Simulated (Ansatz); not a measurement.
Job for Ansatz (a quantum-chemistry and plane-wave program): R-r2SCAN/def2-TZVPPD on BH3 (SMILES B). Files ending in .json are basis or fitting sets from the Basis Set Exchange.

Ansatz 0.2 input:
```yaml
crystal:
  periodic: [false, false, false]
  atoms:
    - {symbol: B, position_ang: [-0.03034645, -0.07736415, 0.67210629]}
    - {symbol: H, position_ang: [1.09672666, -0.42107271, 0.41765973]}
    - {symbol: H, position_ang: [-0.84163681, -0.96881032, 0.65523669]}
    - {symbol: H, position_ang: [-0.38372522, 0.93204156, 0.11588585]}
basis:
  gaussian:
    orbitals: def2-TZVPPD.json
hamiltonian:
  xc: {name: r2SCAN}
scf: {lower_state_search: off}
```

Q: What total energy does the run end on?

A: -26.5688 hartree.
